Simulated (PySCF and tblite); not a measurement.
The numbers below are computed, except where a source is named.
C₇H₇NO, numbered as in [N:1]#[C:2][C@@H:3]1[CH2:4][CH2:5][CH:6]=[CH:7][C:8]1=[O:9].

Search: ETKDG, MMFF94s, GFN2-xTB, 60 starts; geometries at GFN2-xTB. Weights use PBE0-D3(BJ)/pcSseg-1 energies plus GFN2-xTB zero-point and thermal terms (modes under about 100 cm⁻¹ blended into free rotors). Symmetry numbers and mirror images are counted. Conformers within 3 kcal/mol (GFN2-xTB free energy) were kept, 9 at most. Programs: PySCF with density fitting and tblite.

Rotational constants are equilibrium values for the commonest isotopes; dipoles come from the energy level named.

The 6-ring runs over atoms 3–4–5–6–7–8.

```json
{"conformer": "1", "shape": "6-ring half-chair (ring torsions -48, 18, 2, 9, -40, 60°)", "symmetry": "C1"}
{"conformer": "2", "shape": "6-ring envelope (ring torsions 52, -22, -3, -3, 33, -58°)", "symmetry": "C1"}
```

Give the rotational constants and dipole components, as needed to look for these species in a jet-cooled rotational spectrum.


```csv
conformer,A (MHz),B (MHz),C (MHz),abs μa (D),abs μb (D),abs μc (D),κ,Ic−Ia−Ib (u Å²)
1,1965,1924,1325,1.62,4.33,1.88,0.87,-138.3
2,2820,1478,1009,6.31,2.63,0.97,-0.48,-20.3
```

Which type of transition is strongest for conformer 1?

b-type, since that component is clearly the largest; the top is near-oblate.
